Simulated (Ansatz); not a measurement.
`[Cl][Sn]([Cl])([SeH])[SeH]`. Charge 0, multiplicity 1. Sn takes the def2 core potential. The geometry is a stationary point of PBE0-D4/def2-TZVP. It is one conformer, not always the lowest.

```xyz
7

Cl   -1.408    1.372    1.873
Sn   -0.507   -0.078    0.309
Cl   -1.945   -1.887    0.170
Se    1.670   -1.066    1.053
Se   -0.430    1.256   -1.809
H     2.329    0.238    0.885
H     0.290    0.163   -2.480
```

**Question.** What is the dipole moment at PBE/def2-TZVPP? (An estimate is asked.)

**Answer.** Ansatz gave: 2.54 D, with components (2.15, 0.33, -1.31) D in this frame, pointing from negative to positive charge.

**Question.** And with r2SCAN, B3LYP, ωB97M-V? (An estimate is asked.)

**Answer.** Ansatz gave: r2SCAN 2.62 D, B3LYP 2.61 D, ωB97M-V 2.60 D.

**Question.** Give the Mulliken charges with PBE, r2SCAN, B3LYP in def2-TZVPP. (Best estimate.)

**Answer.** Computed: 
```tsv
atom	PBE	r2SCAN	B3LYP
Cl1	-0.31	-0.33	-0.33
Sn2	0.86	0.94	0.93
Cl3	-0.31	-0.33	-0.33
Se4	-0.21	-0.22	-0.21
Se5	-0.21	-0.22	-0.21
H6	0.08	0.09	0.08
H7	0.08	0.09	0.08
```

B3LYP here is the variant with VWN-RPA as its local correlation; programs differ in this.
